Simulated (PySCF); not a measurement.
**UHF on Rh (rhodium, neutral)**

Configuration: [Kr] 4d7 5s2, high-spin 4F determinant (an excited configuration). All numbers are calculated (PySCF 2.14, a scalar-relativistic core potential, in aug-cc-pwCVDZ-PP with ECP28MDF (6s6p5d3f, 70 functions)).

```
Total energy             : -109.341949 hartree
One-electron energy      : -191.4036 hartree
Hartree (Coulomb) energy : 92.5605 hartree
Exchange energy          : -10.4988 hartree
⟨S²⟩                     : 3.7659
⟨L²⟩                     : 12.053
Sum of ⟨r⟩               : 25.68 bohr
Sum of ⟨r²⟩              : 54.63 bohr²
```

```
shell  electrons  mean orbital energy (hartree)  spread (hartree)  rms radius, mean of both spins (bohr)
 4s α          1                       -3.97758                 0                                   1.05
 4s β          1                       -3.76922                 0                                   1.05
 4p α          3                       -2.61935                 0                                   1.16
 4p β          3                       -2.36047                 0                                   1.16
 4d α          5                       -0.60950           0.04216                                   1.62
 4d β          2                       -0.51257                 0                                   1.62
 5s α          1                       -0.28027                 0                                   3.60
 5s β          1                       -0.24108                 0                                   3.60
```

Energies and moments cover only the electrons outside the core potential.
